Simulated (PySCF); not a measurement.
**Radial density of Mo (molybdenum, neutral)**

UHF, [Kr] 4d4 5s1 5p1, one real determinant (an excited configuration). Calculation: PySCF 2.14, in aug-cc-pwCVDZ-PP with ECP28MDF (6s6p5d3f, 70 functions); a scalar-relativistic core potential. This is the valence pseudo-density: the core potential removes the inner electrons and smooths the orbitals near the nucleus.

```tsv
r (bohr)	4πr²ρ (e/bohr)	4πr²(ρα − ρβ)
0.0438	2.602e-05	0.0000
0.0737	7.676e-05	0.0000
0.124	0.0003824	0.0001
0.208	0.004394	0.0011
0.351	0.1024	0.0234
0.590	2.436	0.3601
0.992	10.68	1.9394
1.67	5.531	2.4090
2.81	1.278	1.1852
4.72	0.3790	0.3788
7.94	0.03596	0.0360
13.4	0.0001668	0.0002
```

⟨L²⟩ = 7.04 against 12 for a pure F term, so this real determinant mixes terms. Energies and moments cover only the electrons outside the core potential.
